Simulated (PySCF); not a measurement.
hydrogen bromide cation (BrH), SMILES Br (connectivity only; charge and spin as stated), charge +1, multiplicity 2. Geometry: B3LYP-D3(BJ)/def2-TZVPD. The multiplicity is an assumed one; other spin states were not compared.

All values below come from B3LYP-D3(BJ)/def2-TZVPD (PySCF 2.14.0).

Harmonic wavenumbers (cm⁻¹): 2407. Rotational constants (GHz): 238.2 (linear); symmetry number 1.

### Question
Work out the zero-point energy and the ideal-gas rigid-rotor harmonic-oscillator thermochemistry at 298.15 K and 1 atm.

### Answer
ZPE = ½ Σ hcν = ½ × 2407 cm⁻¹ = 3.44 kcal/mol. H − E(el) = 5.52 kcal/mol. Entropy in cal/(mol K): translation 39.09, rotation 8.47, vibration 0.00, spin 1.38, total 48.93. G − E(el) = -9.07 kcal/mol. Cp = 6.96 cal/(mol K).
